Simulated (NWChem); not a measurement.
Species: MgH12O6 (charge +2); SMILES [OH2]->[Mg+2](<-[OH2])(<-[OH2])(<-[OH2])(<-[OH2])<-[OH2]

Computed with NWChem. All runs use the structure optimised with PBE0/def2-SVP. Not confirmed as a minimum by frequencies. Vertical excitations in the gas phase; the lowest state need not have the same character in each row.

| level | lowest excitation, singlet (eV) | lowest state with f > 0.02, singlet (eV) | orbital gap (eV) |
|---|---|---|---|
| PBE/def2-SVP, TDA | 7.54 | 7.54 | 7.46 |
| B3LYP/def2-SVP, TDA | [?] | [?] | [?] |
| LDA (Slater exchange, VWN5)/def2-SVP, TDA | 7.57 | 7.57 | 7.49 |

Problem. Fill in the missing entries.

Solution. 
- B3LYP/def2-SVP, TDA, lowest excitation, singlet (eV): 8.66
- B3LYP/def2-SVP, TDA, lowest state with f > 0.02, singlet (eV): 8.66
- B3LYP/def2-SVP, TDA, orbital gap (eV): 9.59
